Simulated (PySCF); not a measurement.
Correlation energy of P²⁺ (phosphorus, charge +2)

[Ne] 3s2 3p1, 2P determinant. All numbers are calculated (PySCF 2.14, the spin-free X2C one-electron Hamiltonian (Gaussian nucleus), in Sapporo-DZP-2012). Frozen: [Ne]; 3 electrons correlated.

MP2 pair energies summed by pair of shells (mhartree):

| pair | energy | share (%) |
| --- | --- | --- |
| 3s-3s | -21.27 | 56.9 |
| 3s-3p | -16.09 | 43.1 |

Total MP2 correlation energy: -37.36 mhartree.

Same-spin part -2.33 and opposite-spin part -35.03 mhartree; SCS-MP2 scales them by 1/3 and 6/5 to -42.82 mhartree.

| level | correlation energy (mhartree) |
| --- | --- |
| CCSD | -57.47 |
| (T) | -0.61 |
| CCSD(T) | -58.08 |

Diagnostics: T1 = 0.011, D1 = 0.0266, largest double amplitude 0.110.

**Question.** Is a single reference adequate?

**Answer.** Mostly. T1 lies below 0.03, but a double amplitude of this size points to a near-degeneracy that CCSD handles and MP2 describes poorly.
